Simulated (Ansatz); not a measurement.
`CN[SiH2]S` + H₂ → `[SiH3]S` + CH₃NH₂ at 600 K and 1 bar (hydrogenolysis of the Si–N bond).

Calculated with Ansatz (gas phase, PBE0-D4/def2-TZVP geometries, no zero-point term in ΔE). CBS: MP2 limit from def2 TZ/QZ plus the TZ coupled-cluster correction, frozen cores. This one scheme is used for every species. One conformer a species, not always the lowest.

| species | CCSD(T)/CBS energy (Eh) | H − E (kJ/mol) | S (J/(mol·K)) |
| --- | --- | --- | --- |
| `CN[SiH2]S` | -783.86506 | 275.1 | 435.8 |
| H₂ | -1.17544 | 43.9 | 150.8 |
| `[SiH3]S` | -689.27336 | 126.3 | 326.2 |
| CH₃NH₂ | -95.75281 | 199.3 | 283.8 |

H − E and S are ideal-gas, rigid-rotor, harmonic terms from PBE0-D4/def2-TZVP, for one conformer and one mirror image of each species. For small species the MP2-based limit differs from directly extrapolated CCSD(T) by up to some mEh (0.8 for H₂); such offsets cancel only in part. 1 Eh = 2625.50 kJ/mol, R = 8.31446 J/(mol·K).

Task: By hand: ΔE, ΔH, ΔS and ΔG.

Result: ΔE = (-689.27336) + (-95.75281) − (-783.86506) − (-1.17544) = 0.01433 Eh = 37.6 kJ/mol. Δ(H − E) = 126.3 + 199.3 − 275.1 − 43.9 = 6.6, so ΔH = 44.2 kJ/mol. ΔS = 326.2 + 283.8 − 435.8 − 150.8 = 23.4 J/(mol·K). ΔG = 44.2 − 600 × (23.4)/1000 = 30.2 kJ/mol.

Task: By hand: the equilibrium constant, and the temperature at which ΔG would vanish if ΔH and ΔS stayed fixed.

Result: log₁₀ K = −ΔG/(RT ln 10) = -2.6. ΔG = 0 at ΔH/ΔS = 1889 K.

ΔH outweighs TΔS. A doubt of 5 kJ/mol in ΔE shifts log₁₀ K by 0.4 here. Other conformers and mirror images would add mixing entropy, several J/(mol·K) or more a flexible species. These are equilibria of isolated gas molecules and say nothing of rates. Largest T1 diagnostic: 0.011 (customary marks: 0.02 for closed shells, 0.045 for open ones).
